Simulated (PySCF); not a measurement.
Point-charge models of `NCC(CN)N=C` against its computed dipole.

Coordinates (GFN2-xTB, Å) and charges (e) from the PBE0/pcSseg-1 density (PySCF):

```
atom       x       y       z  Mulliken      IAO  Hirshfeld  ESP-fitted
  C1  -1.012   1.470  -0.921   -0.0048  -0.1316    +0.0052     +0.2403
  N2  -0.479   0.365  -1.171   -0.3875  -0.2636    -0.1458     -0.6061
  C3   0.184  -0.409  -0.148   -0.1708  -0.0541    -0.0046     +0.1227
  C4   1.394   0.344   0.452   -0.0052  -0.1487    -0.0281     +0.2201
  N5   2.409   0.734  -0.503   -0.4412  -0.5710    -0.2460     -0.9525
  C6  -0.789  -0.832   0.976   -0.0049  -0.1487    -0.0280     +0.2256
  N7  -1.930  -1.607   0.541   -0.4410  -0.5710    -0.2458     -0.9516
  H8  -1.491   1.992  -1.738   +0.1233  +0.1527    +0.0508     +0.0434
  H9  -1.043   1.966   0.054   +0.0938  +0.1021    +0.0431     +0.0381
 H10   0.549  -1.314  -0.657   +0.1052  +0.1253    +0.0260     +0.0543
 H11   1.867  -0.294   1.203   +0.1179  +0.1391    +0.0433     +0.0205
 H12   1.040   1.252   0.949   +0.1123  +0.1321    +0.0359     +0.0263
 H13   2.005   1.333  -1.217   +0.1709  +0.2429    +0.0997     +0.3785
 H14   2.786  -0.084  -0.970   +0.1656  +0.2402    +0.1077     +0.3620
 H15  -1.168   0.064   1.477   +0.1122  +0.1321    +0.0359     +0.0226
 H16  -0.239  -1.426   1.711   +0.1178  +0.1391    +0.0433     +0.0164
 H17  -2.468  -1.083  -0.143   +0.1709  +0.2429    +0.0997     +0.3782
 H18  -1.623  -2.464   0.093   +0.1654  +0.2401    +0.1078     +0.3611
```

Problem. What dipole does each set of charges give (1 e·Å = 4.803 D), and what does the density give?

Solution. The full density gives (-0.24, 0.27, -0.40) D, 0.53 D in size; dipole vectors point from the negative to the positive end.

```csv
scheme,μx,μy,μz,size (D),share of the full size (%),angle to the full dipole (°)
Mulliken,0.06,0.80,2.01,2.17,407,121
IAO,-0.01,0.13,0.22,0.26,48,112
Hirshfeld,-0.16,0.28,-0.01,0.33,61,47
ESP-fitted,-0.24,0.33,-0.36,0.55,103,7
```

Problem. Which set comes closest?

Solution. Length of the difference vector: ESP-fitted 0.07 D, Hirshfeld 0.39 D, IAO 0.67 D, Mulliken 2.49 D. Closest: ESP-fitted. The schemes that divide the density aren't constrained to reproduce the dipole.

Problem. What is left for the Hirshfeld atoms' own dipoles?

Solution. The shares of the density sum to the whole, so what Σ q r misses lies in dipoles about the nuclei. The atomic dipoles sum to (-0.24, 0.27, -0.40) − (-0.16, 0.28, -0.01) = (-0.08, -0.01, -0.39) D, 0.39 D in size.

Problem. With the origin at the mean of the coordinates, (0.000, 0.000, -0.001) Å, which are the largest single terms, by size, of the Hirshfeld dipole along the direction of the full one?

Solution. N2 -0.88, H8 +0.72, N7 +0.43, H16 -0.39, H11 -0.39 D; all 18 atoms together +0.22 D. The single terms depend on the origin, their sum doesn't.

Problem. Give the size of the full dipole in other units.

Solution. 0.53 D = 0.210 au = 0.111 e·Å = 1.78 × 10⁻³⁰ C·m.

Geometry: GFN2-xTB, one conformer, isolated molecule.
